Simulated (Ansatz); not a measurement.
C₂H, charge -1, singlet, at a GFN2-xTB geometry (a gas-phase anion, which may not be bound at this level); MP2/cc-pVTZ (Ansatz, an electronic-structure program).

Input for Ansatz:
Ansatz 0.2 input:
```yaml
crystal:
  periodic: [false, false, false]
  atoms:
    - {symbol: C, position_ang: [-0.00000000, -0.00000000, -0.47996454]}
    - {symbol: C, position_ang: [0.00000000, 0.00000000, 0.74605881]}
    - {symbol: H, position_ang: [-0.00000000, -0.00000000, -1.59656562]}
basis:
  gaussian:
    orbitals: cc-pVTZ
total_charge: -1
magnetization: {spin_polarized: false}
correlation: {method: mp2, electrons: outside_noble_gas}
accuracy: high
```

### Question
What does Ansatz print? Leave out banner, timings and long lists.

### Answer

```
Functional definition: HF
1074 factors; integrals over basis functions are off by at most 3.3e-9 eV
mean field evaluation 1: about -2073.0750 eV, gradient 1.6e1 eV
mean field evaluation 2: about -2073.0781 eV, gradient 1.6e1 eV
mean field evaluation 4: about -2074.0963 eV, gradient 3.2e0 eV
mean field evaluation 8: about -2074.1433 eV, gradient 2.1e-4 eV
mean field -2074.14333220 eV, -76.2233615535 hartree, gradient 9.2e-9 eV, S^2 0.000000; 0 other end points of the search recorded, 0 dependent functions left out
2 core orbitals not correlated
reference -2074.14333220 eV, -76.2233615535 hartree; 5, 5 occupied and 67, 67 virtual orbitals, 1074 factors
second order -8.45218354 eV of doubles, -0.00000000 eV of singles
Total energy: -2082.59551574 eV, -76.5339735695 hartree
```
